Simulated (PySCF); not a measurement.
dimethyl telluride (C2H6Te), SMILES C[Te]C. The structure is a stationary point at B3LYP-D3(BJ)/def2-SVP. The def2 effective core potentials stand for the cores of Te; spin–orbit coupling is left out.

Calculation: B3LYP-D3(BJ)/def2-SVP (PySCF).

Harmonic wavenumbers (cm⁻¹): 113, 121, 167, 514, 520, 780, 815, 846, 890, 1232, 1250, 1431, 1439, 1441, 1447, 3052, 3055, 3169, 3169, 3170, 3174. Rotational constants (GHz): 8.062, 5.874, 3.555; symmetry number 2.

Task: Work out the zero-point energy and the ideal-gas rigid-rotor harmonic-oscillator thermochemistry at 298.15 K and 1 atm.

Result: ZPE = ½ Σ hcν = ½ × 31796 cm⁻¹ = 190.18 kJ/mol. H − E(el) = 207.39 kJ/mol. Entropy in J/(mol K): translation 171.86, rotation 99.09, vibration 45.44, total 316.39. G − E(el) = 113.05 kJ/mol. Cp = 80.58 J/(mol K). Modes under 150 cm⁻¹ make the vibrational entropy uncertain.
